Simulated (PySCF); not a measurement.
Assigning NMR signals

Structure with atom numbers: `[CH3:1][c:2]1[cH:3][cH:4][c:5]([C:6](=[O:7])[F:8])[o:9]1`. Hydrogens are named by the atom that carries them.

Theoretical values (PySCF 2.14): coordinates at the GFN2-xTB level, PBE0/pcSseg-1 with gauge-including orbitals. No solvent, non-relativistic Hamiltonian, averaged over atoms made equivalent by symmetry, fast rotation or ring inversion, a single conformation.

Chemical shifts δ = σref − σ; TMS for ¹³C (σ = 186.93 ppm), ¹H (σ = 31.72 ppm), all at this level.

(1) Assign these signals to the numbered atoms. ¹³C{¹H} NMR (computed): δ 168.0, 155.5, 144.6, 134.6, 116.7, 17.0.

(2) Assign these signals to the numbered atoms. ¹H NMR (400 MHz, computed): δ 7.60 (m, 1H), 6.49 (m, 1H), 2.58 (s, 3H).

Answers

(1) 
| δ (ppm) | atoms | environment | reason |
| --- | --- | --- | --- |
| 168.0 | C2 | substituted aromatic carbon next to the ring oxygen | – |
| 155.5 | C6 | carbonyl carbon | – |
| 144.6 | C5 | substituted aromatic carbon next to the ring oxygen | – |
| 134.6 | C4 | aromatic CH | the aromatic region |
| 116.7 | C3 | aromatic CH | – |
| 17.0 | C1 | methyl carbon on an aromatic ring | saturated and bonded to C and H only |

(2) 
| δ (ppm) | atoms | environment | reason |
| --- | --- | --- | --- |
| 7.60 | H(C4) | hydrogen on an aromatic CH | ring-current deshielding |
| 6.49 | H(C3) | hydrogen on an aromatic CH | – |
| 2.58 | H(C1) | hydrogen on a methyl carbon on an aromatic ring | benzylic-type position, deshielded by the ring |

Splittings by ¹⁹F in the carbon and heteronuclear signals aren't shown, as no couplings were computed. Shifts are as computed. Against solution values, carbons near 30 ppm lie about +3 ppm off and those near 130 ppm about +5 ppm. Of 1211 compounds with measured shifts, 218 miss one by over three times the rms of a fit or turn the order of signals round; such compounds aren't used in these exercises. No couplings were computed; multiplicities are counted from neighbouring protons, with m where these are inequivalent, close in shift, in a saturated or five-membered ring or joined by F or P, and br s for small geminal =CH2 splittings.
